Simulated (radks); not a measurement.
Values are calculated unless marked as measured or tabulated.
Spin polarisation of the 5p4 shell in the caesium ion Cs3+. Start: [Kr] 4d10 5s2 5p(up 2, down 2); electrons of 5p are moved from spin down to spin up, other shells keep equal spins. Level of theory: scalar-relativistic Kohn-Sham, r2SCAN, spin-polarised, spherical densities, finite nucleus; meta-GGA in the generalised Kohn-Sham scheme; Fermi nuclear charge, rms radius of each element as measured or else 0.836 A^(1/3) + 0.57 fm (a radial shooting solver on a logarithmic mesh with Libxc functionals).

moment (Bohr magnetons)  E - E(0) (eV)  e(5p up) (eV)  e(5p down) (eV)  5s down minus up (eV)  4d down minus up (eV)
0                                0.000        -39.880          -39.880                  0.000                  0.000
0.5                             -0.073        -40.163          -39.575                  0.593                  0.084
1                               -0.294        -40.424          -39.244                  1.189                  0.168
1.5                             -0.664        -40.666          -38.886                  1.792                  0.253
2                               -1.185        -40.890          -38.496                  2.406                  0.339

At moment 2 the spin-polarisation energy is -1.185 eV and the 5p exchange splitting 2.394 eV, that is 1.197 eV per Bohr magneton; E = -I m^2/4 would give I = 1.185 eV.
